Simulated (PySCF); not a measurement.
Gas-phase reaction: 2 GaH₃ + 2 CH + 4 CH₂F → 2 GaH(CH₃)₂ + CH₂FCF₃

Computed with PySCF and rigid-rotor harmonic-oscillator thermochemistry at 1 bar. † marks an energy on the PBE0/def2-TZVP geometry and frequencies; other levels use their own. 6-31G* has spherical d functions here. Open shells (unrestricted): CH (multiplicity 2, electronic degeneracy 4), CH₂F (multiplicity 2); the rest are closed-shell singlets. Spin-orbit splitting is ignored; it lowers the true energy and changes the entropy of CH. B3LYP is the form with VWN-RPA correlation. Ga: all electrons, no relativistic terms. Methyl groups turn as free rotors in GaH(CH₃)₂. GaH₃, CH₂F, GaH(CH₃)₂: computed as isolated molecules; such fragments, hydroxides, amides, oligomers or adducts are transient or little studied in the gas. The harmonic model lacks anharmonicity and excited electronic states, which grow with temperature; levels with a mode under 35 cm⁻¹ are left out. Internal rotation in CH₂FCF₃ is treated as a harmonic vibration of one conformer, which makes the entropy rough. Warning, spin contamination: CH (B3LYP/def2-TZVP†, BLYP/def2-TZVP†, M06-2X/def2-TZVP†, PBE/def2-SVP, PBE/def2-TZVP†, PBE0/def2-QZVP†, PBE0/def2-SVP†, PBE0/def2-TZVP, LDA/def2-TZVP†, ωB97M-V/def2-TZVP†).

```
level               ΔE electronic, kJ  ΔH°(298 K), kJ  ΔS°(298 K), J/K  ΔG°(2500 K), kJ
------------------  -----------------  --------------  ---------------  ---------------
B3LYP/6-31G*                    -2258           -2149             -788             -181
B3LYP/def2-TZVP†                -2176           -2071             -791              -97
BLYP/def2-TZVP†                 -2133           -2027             -791              -54
M06-2X/def2-TZVP†               -2324           -2219             -791             -246
PBE/def2-SVP                    -2362           -2260             -789             -300
PBE/def2-TZVP†                  -2302           -2197             -791             -224
PBE0/def2-QZVP†                 -2286           -2181             -791             -207
PBE0/def2-SVP†                  -2349           -2244             -791             -271
PBE0/def2-TZVP                  -2292           -2187             -791             -214
LDA/def2-TZVP†                  -2652           -2547             -791             -573
ωB97M-V/def2-TZVP†              -2299           -2194             -791             -221
```
ΔH° is lowest at LDA/def2-TZVP† and highest at BLYP/def2-TZVP†. No reference value is set beside these.
